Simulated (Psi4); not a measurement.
Li₂ (SMILES [Li][Li]), singlet, at a GFN2-xTB geometry (such geometries of metal compounds can be far from the true shape); PBE0/def2-SVPD (Psi4 1.11).

Input for Psi4:
```
memory 2 GB

molecule {
0 1
  Li   -0.00000000   -0.00000000   -1.14955728
  Li    0.00000000    0.00000000    1.14955728
}

set basis def2-svpd

energy('pbe0')
print_variables()
```

It wrote (shortened):

```
   => Loading Basis Set <=

    Name: DEF2-SVPD
    Role: ORBITAL
    Keyword: BASIS

         ---------------------------------------------------------
                                   SCF
               by Justin Turney, Rob Parrish, Andy Simmonett
                          and Daniel G. A. Smith
                              RKS Reference
         ---------------------------------------------------------

  ==> Geometry <==

    Molecular point group: d2h
    Full point group: D_inf_h

    Geometry (in Angstrom), charge = 0, multiplicity = 1:

       Center              X                  Y                   Z               Mass
    ------------   -----------------  -----------------  -----------------  -----------------
         LI           0.000000000000     0.000000000000    -1.149557280000     7.016003436600
         LI           0.000000000000     0.000000000000     1.149557280000     7.016003436600

  Running in d2h symmetry.

  Rotational constants: A = ************  B =      0.90911  C =      0.90911 [cm^-1]
  Rotational constants: A = ************  B =  27254.37193  C =  27254.37193 [MHz]
  Nuclear repulsion =    2.071490903015289

  Charge       = 0
  Multiplicity = 1
  Electrons    = 6
  Nalpha       = 3
  Nbeta        = 3

  ==> Algorithm <==

  SCF Algorithm Type is DF.
  DIIS enabled.
  MOM disabled.
  Fractional occupation disabled.
  Guess Type is SAD.
  Energy threshold   = 1.00e-06
  Density threshold  = 1.00e-06
  Integral threshold = 1.00e-12

  ==> Primary Basis <==

  Basis Set: DEF2-SVPD
    Blend: DEF2-SVPD
    Number of shells: 12
    Number of basis functions: 24
    Number of Cartesian functions: 24
    Spherical Harmonics?: true
    Max angular momentum: 1

  ==> DFT Potential <==

   => LibXC <=

    Version 7.1.2
    S. Lehtola, C. Steigemann, M. J. T. Oliveira, and M. A. L. Marques,  SoftwareX 7, 1–5 (2018) (10.1016/j.softx.2017.11.002)

   => Composite Functional: PBE0 <=

    PBE0 Hyb-GGA Exchange-Correlation Functional

    C. Adamo and V. Barone,  J. Chem. Phys. 110, 6158 (1999) (10.1063/1.478522)
    M. Ernzerhof and G. E. Scuseria,  J. Chem. Phys. 110, 5029 (1999) (10.1063/1.478401)

    Deriv               =              1
    GGA                 =           TRUE
    Meta                =          FALSE

    Exchange Hybrid     =           TRUE
    MP2 Hybrid          =          FALSE

   => Exchange Functionals <=

    0.7500   Perdew, Burke & Ernzerhof

   => Exact (HF) Exchange <=

    0.2500               HF

   => Correlation Functionals <=

    1.0000   Perdew, Burke & Ernzerhof

   => LibXC Density Thresholds  <==

    XC_HYB_GGA_XC_PBEH:  1.00E-15

   => Molecular Quadrature <=

    Radial Scheme          =       TREUTLER
    Pruning Scheme         =           NONE
    Nuclear Scheme         =       TREUTLER

    Blocking Scheme        =         OCTREE
    BS radius alpha        =              1
    Pruning alpha          =              1
    Radial Points          =             75
    Spherical Points       =            302
    Total Points           =          44046
    Total Blocks           =            446
    Max Points             =            255
    Max Functions          =             24
    Weights Tolerance      =       1.00E-15

   => Loading Basis Set <=

    Name: (DEF2-SVPD AUX)
    Role: JKFIT
    Keyword: DF_BASIS_SCF

  ==> Integral Setup <==

  SCF_SUBTYPE=INCORE selected. In-core MEM_DF algorithm will be used.
  Using in-core AOs.

  ==> MemDFJK: Density-Fitted J/K Matrices <==

    J tasked:                   Yes
    K tasked:                   Yes
    wK tasked:                   No
    Algorithm:                 Core
    Schwarz Cutoff:           1E-12
    Mask sparsity (%):       0.0000
    Fitting Condition:        1E-10

   => Auxiliary Basis Set <=

  Basis Set: (DEF2-SVPD AUX)
    Blend: DEF2-UNIVERSAL-JKFIT
    Number of shells: 34
    Number of basis functions: 102
    Number of Cartesian functions: 120
    Spherical Harmonics?: true
    Max angular momentum: 3

  Minimum eigenvalue in the overlap matrix is 3.3420862774E-03.
  Reciprocal condition number of the overlap matrix is 9.0442233930E-04.
    Using symmetric orthogonalization.

  ==> Pre-Iterations <==

  SCF Guess: Superposition of Atomic Densities via on-the-fly atomic UHF (no occupation information).

   -------------------------
    Irrep   Nso     Nmo
   -------------------------
     Ag         6       6
     B1g        0       0
     B2g        3       3
     B3g        3       3
     Au         0       0
     B1u        6       6
     B2u        3       3
     B3u        3       3
   -------------------------
    Total      24      24
   -------------------------

  ==> Iterations <==

                           Total Energy        Delta E     RMS |[F,P]|

   @DF-RKS iter SAD:   -14.79070224174672   -1.47907e+01   0.00000e+00
   @DF-RKS iter   1:   -14.92678628355695   -1.36084e-01   7.57105e-03 DIIS/ADIIS
   @DF-RKS iter   2:   -14.94061057935728   -1.38243e-02   2.56150e-03 DIIS/ADIIS
   @DF-RKS iter   3:   -14.94153934588358   -9.28767e-04   2.74456e-04 DIIS/ADIIS
   @DF-RKS iter   4:   -14.94156346397343   -2.41181e-05   2.48425e-05 DIIS
   @DF-RKS iter   5:   -14.94156374597247   -2.81999e-07   1.95132e-06 DIIS
   @DF-RKS iter   6:   -14.94156374848042   -2.50795e-09   3.63883e-08 DIIS
  Energy and wave function converged.

  ==> Post-Iterations <==

   Electrons on quadrature grid:
      Ntotal   =    5.9999992064 ; deviation = -7.936e-07

    Orbital Energies [Eh]
    ---------------------

    Doubly Occupied:

       1Ag    -2.012972     1B1u   -2.011293     2Ag    -0.142201

    Virtual:

       2B1u   -0.042494     1B3u   -0.034967     1B2u   -0.034967
       3Ag    -0.009742     1B2g    0.025359     1B3g    0.025359
       3B1u    0.048402     4Ag     0.048478     2B3u    0.079704
       2B2u    0.079704     5Ag     0.082409     4B1u    0.101114
       2B2g    0.132289     2B3g    0.132289     5B1u    0.229834
       6Ag     0.576374     3B2u    0.610950     3B3u    0.610950
       3B2g    0.624341     3B3g    0.624341     6B1u    0.711138

    Final Occupation by Irrep:
             Ag   B1g   B2g   B3g    Au   B1u   B2u   B3u
    DOCC [     2,    0,    0,    0,    0,    1,    0,    0 ]
    NA   [     2,    0,    0,    0,    0,    1,    0,    0 ]
    NB   [     2,    0,    0,    0,    0,    1,    0,    0 ]

  @DF-RKS Final Energy:   -14.94156374848042

   => Energetics <=

    Nuclear Repulsion Energy =              2.0714909030152895
    One-Electron Energy =                 -23.6948348642928828
    Two-Electron Energy =                   9.4608899091715948
    DFT Exchange-Correlation Energy =      -2.7791096963744244
    Empirical Dispersion Energy =           0.0000000000000000
    VV10 Nonlocal Energy =                  0.0000000000000000
    Total Energy =                        -14.9415637484804247

Computation Completed

Properties will be evaluated at   0.000000,   0.000000,   0.000000 [a0]

Properties computed using the SCF density matrix

 Multipole Moments:

 ------------------------------------------------------------------------------------
     Multipole            Electronic (a.u.)      Nuclear  (a.u.)        Total (a.u.)
 ------------------------------------------------------------------------------------

 L = 1.  Multiply by 2.5417464519 to convert [e a0] to [Debye]
 Dipole X            :          0.0000000            0.0000000            0.0000000
 Dipole Y            :          0.0000000            0.0000000            0.0000000
 Dipole Z            :          0.0000000            0.0000000            0.0000000
 Magnitude           :                                                    0.0000000

 ------------------------------------------------------------------------------------

  Variable Map:
  ----------------------------------------------------------------------------
  "CURRENT ENERGY"              =>     -14.941563748480
  "CURRENT REFERENCE ENERGY"    =>     -14.941563748480
  "DD SOLVATION ENERGY"         =>       0.000000000000
  "DFT FUNCTIONAL TOTAL ENERGY" =>     -14.941563748480
  "DFT TOTAL ENERGY"            =>     -14.941563748480
  "DFT VV10 ENERGY"             =>       0.000000000000
  "DFT XC ENERGY"               =>      -2.779109696374
  "GRID ELECTRONS ALPHA"        =>       2.999999603215
  "GRID ELECTRONS BETA"         =>       2.999999603215
  "GRID ELECTRONS TOTAL"        =>       5.999999206430
  "NUCLEAR REPULSION ENERGY"    =>       2.071490903015
  "ONE-ELECTRON ENERGY"         =>     -23.694834864293
  "PCM POLARIZATION ENERGY"     =>       0.000000000000
  "PE ENERGY"                   =>       0.000000000000
  "SCF ITERATION ENERGY"        =>     -14.941563748480
  "SCF ITERATIONS"              =>       6.000000000000
  "SCF TOTAL ENERGY"            =>     -14.941563748480
  "TWO-ELECTRON ENERGY"         =>       9.460889909172
  "XC GRID RADIAL POINTS"       =>      75.000000000000
  "XC GRID SPHERICAL POINTS"    =>     302.000000000000
  "XC GRID TOTAL POINTS"        =>   44046.000000000000

  Array Variable Map:
  ----------------------------------------------------------------------------
  "CURRENT DIPOLE"              =>       0.000000000000 ... 0.000000000000 1 by 3
  "SCF DIPOLE"                  =>       0.000000000000 ... 0.000000000000 1 by 3
  "SCF TOTAL ENERGIES"          =>     -14.790702241747 ... -14.941563748480 1 by 7
```
